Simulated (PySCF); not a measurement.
# Correlation energy of Te²⁺ (tellurium, charge +2)

[Kr] 4d10 5s2 5p2, high-spin 3P determinant. Computed with PySCF 2.14 in def2-SVP with the def2 core potential (28 electrons) (4s4p2d, 26 functions), with scalar relativity through the core potential. Frozen: 4s2 4p6 4d10; 4 electrons correlated.

MP2 pair energies summed by pair of shells (mhartree):

```
 pair  energy  share (%)
5s-5p  -21.52       61.0
5s-5s  -10.24       29.0
5p-5p   -3.52       10.0
```

Total MP2 correlation energy: -35.27 mhartree.

Same-spin part -5.68 and opposite-spin part -29.60 mhartree; SCS-MP2 scales them by 1/3 and 6/5 to -37.41 mhartree.

```csv
level,correlation energy (mhartree)
CCSD,-49.31
(T),-0.43
CCSD(T),-49.74
```

Diagnostics: T1 = 0.0062, D1 = 0.0167, largest double amplitude 0.095.

Cost of the coupled-cluster step: 0.07 s of wall time on 1 thread of Intel(R) Xeon(R) 6975P-C (shared host), for 4 correlated electrons.

Iterations:

```
CC2 = 0
CCSD nocc = (np.int64(3), np.int64(1)), nmo = (17, 17)
frozen orbitals [[0, 1, 2, 3, 4, 5, 6, 7, 8], [0, 1, 2, 3, 4, 5, 6, 7, 8]]
max_cycle = 100
direct = 0
conv_tol = 1e-08
conv_tol_normt = 1e-06
diis_space = 8
diis_start_cycle = 0
Init t2, MP2 energy = -0.0352723441304851
Init E_corr(UCCSD) = -0.0352723441355089
cycle = 1  E_corr(UCCSD) = -0.0449813773024122  dE = -0.00970903317  norm(t1,t2) = 0.0434067
cycle = 2  E_corr(UCCSD) = -0.047811773096055  dE = -0.00283039579  norm(t1,t2) = 0.0154841
cycle = 3  E_corr(UCCSD) = -0.0493139519836383  dE = -0.00150217889  norm(t1,t2) = 0.00643219
cycle = 4  E_corr(UCCSD) = -0.0493048476799753  dE = 9.10430366e-06  norm(t1,t2) = 0.000991979
cycle = 5  E_corr(UCCSD) = -0.0493126378890466  dE = -7.79020907e-06  norm(t1,t2) = 0.000119892
cycle = 6  E_corr(UCCSD) = -0.0493102282703149  dE = 2.40961873e-06  norm(t1,t2) = 1.56642e-05
cycle = 7  E_corr(UCCSD) = -0.049310992638262  dE = -7.64367947e-07  norm(t1,t2) = 2.63679e-06
cycle = 8  E_corr(UCCSD) = -0.049310806901871  dE = 1.85736391e-07  norm(t1,t2) = 6.21444e-07
cycle = 9  E_corr(UCCSD) = -0.0493108213614909  dE = -1.44596199e-08  norm(t1,t2) = 1.23473e-07
cycle = 10  E_corr(UCCSD) = -0.0493108366160046  dE = -1.52545137e-08  norm(t1,t2) = 6.51834e-08
cycle = 11  E_corr(UCCSD) = -0.049310836105502  dE = 5.10502599e-10  norm(t1,t2) = 1.13401e-08
UCCSD converged
E(UCCSD) = -266.0888546435091  E_corr = -0.04931083610550199
UCCSD(T) correction = -0.000434682769423661
```
